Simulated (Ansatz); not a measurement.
System: C$_{3}$H$_{12}$OSi$_{2}$, charge 0, multiplicity 1. SMILES: O([SiH3])[Si](C)(C)C
Geometry from a B3LYP-D3(BJ)/def2-TZVP (Ansatz, a quantum-chemistry and plane-wave program) optimisation:
```xyz
18

C     -1.2112    -0.0319     1.7624
Si    -0.7694    -0.1013    -0.0539
C     -1.2059     1.5133    -0.8918
C     -1.6169    -1.5376    -0.8917
O      0.8596    -0.3496    -0.1950
Si     2.3468     0.2368     0.1248
H     -0.6938     0.7890     2.2645
H     -2.2847     0.1189     1.9000
H     -0.9360    -0.9596     2.2690
H     -0.6901     2.3547    -0.4231
H     -0.9258     1.4960    -1.9473
H     -2.2796     1.7082    -0.8336
H     -1.3409    -2.4832    -0.4203
H     -1.3382    -1.5947    -1.9461
H     -2.7037    -1.4389    -0.8361
H      2.5505     0.3779     1.5878
H      3.3553    -0.6999    -0.4177
H      2.5309     1.5683    -0.5036
```

Parts of the frozen-core correlation energy in 6-31G* (Ansatz, hartree). Frozen orbitals: 14; correlated occupied orbitals by spin: 19 and 19; virtual: 89 and 89. Spin-orbit coupling is left out. No relativistic terms.

| term | value |
|---|---|
| reference (HF) | -773.40697 |
| MP2 opposite-spin | -0.56101 |
| MP2 same-spin | [?] |
| CCSD correlation | [?] |
| (T) | [?] |
| T1 diagnostic | 0.011 |
| largest doubles amplitude | 0.024 |

Question: Some entries are withheld; supply them.

Answer: 
- MP2 same-spin, value: -0.16970
- CCSD correlation, value: -0.80344
- (T), value: -0.02015
